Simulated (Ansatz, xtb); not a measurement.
# Cl2GaHNSi: where a starting geometry ends

The starting geometry of this gas-phase doublet was built from a drawn formula by distance geometry; its bonds are those of `Cl/[Si]=[N]\[GaH][Cl]`.

```tsv
atom	x (Å)	y (Å)	z (Å)
Cl	-2.6366	-0.8720	2.2888
Cl	-2.1315	3.1783	0.6473
Ga	-1.5955	1.1768	-0.3149
N	-0.1809	0.2331	0.6174
Si	-0.5731	-0.7496	1.8063
H	-2.5204	0.0191	-0.7202
```

Problem. Predict what it relaxes into with r2SCAN-D4/def2-SVP.

Solution. It keeps its bonds, and is `Cl/[Si]=[N]/[GaH][Cl]`.

The energy falls by 1.21 eV over 25 steps:

```json
{"step": "1", "E − E(last) (eV)": "1.205"}
{"step": "4", "E − E(last) (eV)": "0.365"}
{"step": "6", "E − E(last) (eV)": "0.263"}
{"step": "9", "E − E(last) (eV)": "0.154"}
{"step": "12", "E − E(last) (eV)": "0.077"}
{"step": "14", "E − E(last) (eV)": "0.031"}
{"step": "17", "E − E(last) (eV)": "0.010"}
{"step": "20", "E − E(last) (eV)": "0.001"}
{"step": "22", "E − E(last) (eV)": "0.000"}
{"step": "25", "E − E(last) (eV)": "0.000"}
```

Final geometry (Å):

```xyz
6

Cl   -1.2882   -2.0560    3.3124
Cl   -1.4965    3.2480    0.1144
Ga   -1.7887    1.1866   -0.4536
N    -1.6291   -0.0829    0.8444
Si   -1.3166   -0.1713    2.4323
H    -2.1188    0.8613   -1.9252
```

From the same start GFN2-xTB ends elsewhere, differing in Cl1–Ga3 (2.46 against 4.99 Å here), Ga3–Si5 (2.64 against 3.22 Å here).

No frequencies were run, so the end isn't proven a minimum. Open shells are spin-unrestricted. Run with Ansatz 0.2.0, 120 s on 2 threads of Intel(R) Xeon(R) 6975P-C (Granite Rapids) (shared host).
